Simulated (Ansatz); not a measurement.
Relative stability

Two relaxed structures of BNH₄Te, singlet (PBE0-D4/def2-TZVP; forces vanish, vibrations not checked).

A:

B1  (-1.138, 0.301, -1.220)
Te2  (0.504, 0.928, 0.059)
N3  (0.746, -0.428, 1.342)
H4  (-1.459, -0.822, -0.957)
H5  (-0.734, 0.564, -2.331)
H6  (1.456, -0.096, 2.003)
H7  (-1.903, 1.188, -0.850)
(Å)

B:

B1  (-1.574, 1.083, -2.290)
Te2  (-0.526, 0.464, -0.789)
N3  (1.353, -0.719, 1.930)
H4  (1.119, -1.682, 2.138)
H5  (-2.216, 1.460, -3.207)
H6  (1.187, -0.183, 2.772)
H7  (2.349, -0.687, 1.748)
(Å)

Program: Ansatz 0.2.0. Basis: def2-TZVPP. Cores are frozen in the correlated methods. Filled d shells of the heavier atoms are correlated. Core potentials replace the inner electrons of the atoms past krypton. The def2 sets are not built for correlating such inner shells, so the correlated values are less sure here. B3LYP uses VWN-RPA correlation.

(1) Which structure is lower at CCSD(T), and by how much? (Judge from chemistry; the value comes from the calculation.)

The T1 diagnostic stays at or below 0.018. The restricted Hartree–Fock reference is unstable towards an unrestricted one at one or more of these structures.

Answers

(1) The calculation gives: B, by 48.76 kcal/mol (electronic energy, against the other). By their contacts, A is BNH₄Te ([BH3][Te][NH]) and B is a complex of BHTe ([BH][Te]) + NH₃.

All methods give the same order:

| method | E(B) − E(A) (kcal/mol) |
| --- | --- |
| PBE-D4 | -38.35 |
| r2SCAN-D4 | -43.51 |
| PBE0-D4 | -46.15 |
| B3LYP-D4 | -46.70 |
| wB97M-V | -49.86 |
| HF | -70.31 |
| MP2 | -49.27 |
| CCSD | -52.21 |
| CCSD(T) | -48.76 |

Labels in which every atom is bracketed show which atoms are joined, not bond orders.

For scale, one of the runs: CCSD(T)/def2-TZVPP, 168 basis functions, launched by `ansatz run in.yaml --threads 2 --pin off --events-out ev --progress --plain --max-ram 4352MiB`. Time: 54 s of wall clock on 2 CPU threads of an Arm Neoverse V2; the host was shared. Peak host memory: 1.6 GiB.
